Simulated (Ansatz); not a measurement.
Species: dihydroxy(dimethyl)silane, C2H8O2Si, charge 0, multiplicity 1. 
Geometry from a B3LYP-D3(BJ)/def2-TZVP (Ansatz, a first-principles code) optimisation:
```xyz
13

C      1.4833    -1.0775     0.1351
Si    -0.0107     0.0383    -0.0016
C     -1.5197    -0.8994    -0.5443
O     -0.2522     0.8012     1.4518
O      0.2100     1.2233    -1.1264
H      1.3283    -1.8692     0.8731
H      2.3744    -0.5164     0.4270
H      1.6926    -1.5580    -0.8231
H     -1.3840    -1.3129    -1.5459
H     -1.7355    -1.7267     0.1356
H     -2.3903    -0.2416    -0.5653
H      0.0753     0.3754     2.2465
H      0.7448     1.9795    -0.8731
```
Charge 0, spin multiplicity 1.

Parts of the frozen-core correlation energy in cc-pwCVTZ (Ansatz, hartree). Frozen orbitals: 9; correlated occupied orbitals by spin: 16 and 16; virtual: 318 and 318. No spin-orbit coupling. No relativistic terms.

```json
[
 {"term": "reference (HF)", "value": "-519.30084"},
 {"term": "MP2 opposite-spin", "value": "-0.74790"},
 {"term": "MP2 same-spin", "value": "-0.23161"},
 {"term": "CCSD correlation", "value": "-1.01517"},
 {"term": "(T)", "value": "-0.03748"},
 {"term": "T1 diagnostic", "value": "0.010"},
 {"term": "largest doubles amplitude", "value": "0.012"}
]
```
